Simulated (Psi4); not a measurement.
A dimer, H6Si2 ··· Cl- (SMILES [SiH3][SiH3] and [Cl-]) (charge -1); the first 8 atoms form monomer A.

```
9

Si    -1.1692     0.0258     0.0798
Si     1.1692    -0.0258    -0.0798
H     -1.7744     0.1460    -1.2690
H     -1.6035     1.1834     0.8991
H     -1.6691    -1.2182     0.7144
H      1.6683     1.2134    -0.7243
H      1.6040    -1.1896    -0.8900
H      1.7747    -0.1351     1.2698
Cl    -0.3713    -0.2372     3.1745
```

### Question
What interaction energy does SAPT0/jun-cc-pVDZ, frozen core (Psi4) give, and which attractive term is the largest?

### Answer
Total -23.96 kJ/mol: electrostatics -57.32, exchange 89.08, induction -38.36, dispersion -17.36. The most attractive term is electrostatics.
